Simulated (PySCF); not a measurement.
Input file for PySCF: R-B3LYP/6-31G* on C2H6O (SMILES COC) with ghost functions, monomers drawn apart or pushed together.

```python
from pyscf import gto, scf, dft, mp
from pyscf.data.elements import chemcore

mol = gto.M(
    atom='''
    C     0.11194107   -1.41652849    3.61752183
    O    -0.08204502   -0.16553993    2.98452996
    C    -0.02951957    0.92700416    3.88277791
    H    -0.66478920   -1.60155926    4.36824595
    H     1.09342535   -1.46431477    4.10304442
    H     0.05537633   -2.18393541    2.84744017
    H    -0.81213927    0.84627577    4.64575055
    H    -0.18786199    1.83427986    3.30233728
    H     0.94601174    0.98207122    4.37940290
    ghost-C   -0.29343518    0.18842757   -0.30607764
    ghost-N   -0.36187379    0.30994277   -1.44479654
    ghost-H   -0.22674346    0.07381931    0.76549733
    ''',
    basis='6-31g*',
    cart=True,
    charge=0, spin=0, verbose=3, max_memory=1800)
mf = dft.RKS(mol, xc='b3lyp')
mf.conv_tol = 1e-8
mf.max_cycle = 100
mf.kernel()
if not mf.converged:
    mf = mf.newton().run(mf.mo_coeff, mf.mo_occ)
```

Q: What total energy does the run end on?

A: -155.0264 hartree.
